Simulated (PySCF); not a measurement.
Mo(S)2(SH)2 (H2MoS4), SMILES [S]=[Mo](=[S])([SH])[SH], multiplicity 1.

Coordinates come from a B3LYP-D3(BJ)/def2-SVP optimisation. The spin state was assumed, not searched. The structure was generated by enumeration; whether it is a known compound was not checked. The def2 effective core potentials stand for the cores of Mo; spin–orbit coupling is left out. One conformer was computed; it need not be the lowest.

Calculation: PBE/def2-TZVP run with PySCF.

The molecule is in vacuum.

Estimate the frontier levels, gap, dipole moment and polarisability. (Estimate from the structure and the level; the computed values follow.)


| Quantity | Result |
|---|---|
| highest occupied level | -6.46 eV |
| lowest empty level | -4.25 eV |
| orbital gap | 2.20 eV |
| dipole moment | 1.55 D |
| quadrupole, principal values (traceless, Buckingham form, about the centre of nuclear charge) | -4.52, -1.22, 5.74 D·Å |
| mean static polarisability | 127.0 bohr³ (18.82 Å³) |
| polarisability, principal values | 119.8, 128.3, 132.9 bohr³ |
